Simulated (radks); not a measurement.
Results of a calculation; reference values are marked as such.
Q: Ca+, 19 electrons, occupied as [Ar] 4s1. Code: a radial shooting solver on a logarithmic mesh with Libxc functionals. Model: scalar-relativistic Kohn-Sham, BLYP, spin-polarised, spherical densities, finite nucleus; open shells are filled with parallel spins first; Fermi nuclear charge, rms radius 3.4776 fm. Some entries of the table are withheld. Estimate them.

| orbital | occ. | eigenvalue (hartree) | <r> (bohr) |
|---|---|---|---|
| 1s up | 1 | -145.4602 | 0.07684 |
| 1s down | 1 | -145.4589 | 0.07684 |
| 2s up | 1 | -15.48067 | 0.3645 |
| 2s down | 1 | -15.47937 | 0.3645 |
| 2p up | 3 | -12.56192 | (1) |
| 2p down | 3 | -12.56063 | (2) |
| 3s up | 1 | -1.97439 | 1.155 |
| 3s down | 1 | -1.97090 | 1.154 |
| 3p up | 3 | -1.27445 | 1.270 |
| 3p down | 3 | -1.27048 | 1.267 |
| 4s up | 1 | -0.34076 | 3.546 |

A: 
(1) 2p up <r> (bohr): 0.3278
(2) 2p down <r> (bohr): 0.3278
